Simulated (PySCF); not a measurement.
**Spinor energies of Te(26+) (tellurium, charge +26)**

Start: [Ar] 3d8; 3d3/2 filled at m_j = -3/2, -1/2, +1/2, +3/2; 3d5/2 filled at m_j = -1/2, +1/2, +3/2, +5/2. Calculated with PySCF 2.14 in an uncontracted even-tempered set (17 s from 3.7 bohr⁻², ratio 2.8; 12 p from 4.8 bohr⁻², ratio 2.8; 8 d from 4.8 bohr⁻², ratio 2.8; 3 f from 20 bohr⁻², ratio 3): generalised Hartree-Fock with the X2C-1e Hamiltonian and a Gaussian nucleus; one run each with spin-orbit coupling (SO) switched off, then screened by Boettger's factors.

| spinor shell | electrons | ε, spin-free (eV) | ε, screened SO (eV) | weight of nominal j (screened SO) | rms radius, screened SO (bohr) |
| --- | --- | --- | --- | --- | --- |
| 1s1/2 | 2 | -32931.4 | -32927.9 | 1.000 | 0.0318 |
| 2s1/2 | 2 | -5933.3 | -5932.0 | 1.000 | 0.129 |
| 2p1/2 | 2 | -5418.9 | -5613.0 | 1.000 | 0.112 |
| 2p3/2 | 4 | -5418.9 | -5330.2 | 1.000 | 0.117 |
| 3s1/2 | 2 | -1882.3 | -1881.9 | 1.000 | 0.333 |
| 3p1/2 | 2 | -1709.8 | -1753.7 | 0.995 | 0.324 |
| 3d3/2 | 4 | -1469.8 | -1476.9 | 0.942 | 0.302 |
| 3d5/2 | 4 | -1469.8 | -1464.0 | 0.955 | 0.304 |

(1) Where does 3p3/2 lie, and what is the 3p spin-orbit splitting (screened SO)?

```
   quantity    spin-free  screened SO
E (hartree)  -6423.43960  -6425.59648
        M_J            4            4
       ⟨J²⟩       20.001       20.001
       ⟨L²⟩       12.000       12.443
       ⟨S²⟩        2.000        1.906
```

Each row is a mean over spinors that exchange with the open shell spreads, by up to 27.010 eV (3p3/2).

Breit and QED terms are absent; they matter most for the inner s and p1/2 levels.

Densities and radii are taken from the X2C orbitals without a picture-change correction, which distorts them close to the nucleus.

Without spin-orbit coupling the j labels of p, d and f shells carry no meaning; the spin-free column gives the mean over the occupied spinors of each nl shell.

Results:

(1) At -1689.6 eV, 64.123 eV above 3p1/2.
